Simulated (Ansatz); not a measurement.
Two isomers of C2H9BN2: A = `BNCCN`, B = `CCNBN`.

Isolated molecules relaxed with PBE0-D4/def2-TZVP in Ansatz; ΔE leaves out vibrations. CCSD(T)/CBS is the MP2 limit (def2-TZVPP, def2-QZVPP) plus CCSD(T) − MP2 in def2-TZVPP, frozen cores. Functionals use def2-TZVPP. B3LYP here is the variant with VWN-RPA as its local correlation; programs differ in this. Each species was taken in one conformer, which may not be the lowest.

(1) Which isomer does CCSD(T)/CBS put lower? Give the gap. (Best estimate.)

(2) Give E(B) − E(A) in kJ/mol with PBE0-D4, r2SCAN-D4, CCSD(T)/def2-TZVPP, ωB97M-V, B3LYP, B2PLYP, MP2/def2-TZVPP. (Estimate.)

Largest T1 diagnostic: 0.011.

## Answers

(1) Computed: B, by 151.6 kJ/mol.

(2) Computed: PBE0-D4 -153.3, r2SCAN-D4 -157.3, CCSD(T)/def2-TZVPP -149.4, ωB97M-V -153.1, B3LYP -156.5, B2PLYP -155.2, MP2/def2-TZVPP -153.7. None reverses the order clearly.

In def2-TZVPP, CCSD(T) changes the Hartree–Fock value by +7.7 kJ/mol (the triples alone add +1.5 kJ/mol) and MP2 by +3.4 kJ/mol.
